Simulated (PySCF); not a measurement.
**Magnetisability: SMILES C(C[Se]C)(F)F, C₃H₆F₂Se**

Geometry (Å), atoms numbered from 1 in this order:
```xyz
12

C     2.2794   -0.1536   -0.0400
Se    0.5821   -0.9995   -0.5109
C    -0.5506    0.2760    0.4707
C    -1.9982   -0.1333    0.3307
F    -2.4028   -0.0310   -0.9556
F    -2.7980    0.6964    1.0474
H     2.4006   -0.1593    1.0403
H     3.0692   -0.7361   -0.5058
H     2.2929    0.8635   -0.4242
H    -0.4076    1.2742    0.0519
H    -0.2688    0.2655    1.5251
H    -2.1968   -1.1635    0.6650
```

The calculation used PySCF, GIAO KT3/pcSseg-1 magnetisability, rotational g tensor and spin-rotation constants, non-relativistic, gas phase. Geometry: GFN2-xTB.

The calculation is non-relativistic, which matters for the atoms heavier than Zn.

How diamagnetic is it, and how anisotropic?

Isotropic -1199 × 10⁻³⁰ J/T², or -72.2 × 10⁻⁶ cm³/mol; principal values -1229, -1220, -1147 × 10⁻³⁰ J/T², anisotropy 78 × 10⁻³⁰ J/T² (root of half the summed squared differences of the principal values). The susceptibility is in cgs units.

Split it along the inertial axes a, b, c into diamagnetic and paramagnetic parts about the centre of mass, with the quadrupole moment.


```tsv
axis	χ (10⁻⁶ cm³/mol)	diamagnetic (10⁻⁶ cm³/mol)	paramagnetic (10⁻⁶ cm³/mol)	summed x² of all electrons (Å²)	quadrupole Θ (D Å)
a	-73.9	-295.6	221.8	235.0	-1.91
b	-73.6	-1085.2	1011.6	48.9	+0.94
c	-69.1	-1204.5	1135.4	20.8	+0.97
```
Anisotropies 2χaa − χbb − χcc = -5.0 and 2χbb − χaa − χcc = -4.2 × 10⁻⁶ cm³/mol. Θ is traceless in Buckingham's convention.

And the rotational g tensor?


```
axis  rotational constant (GHz)        g  nuclear part  electronic part
   a                     5.7599  -0.0267        0.5733          -0.6000
   b                     1.0811  -0.0060        0.5078          -0.5138
   c                     0.9685  -0.0074        0.5092          -0.5166
```
Asymmetric top; isotopes 12C, 19F, 1H, 80Se; no vibrational averaging.
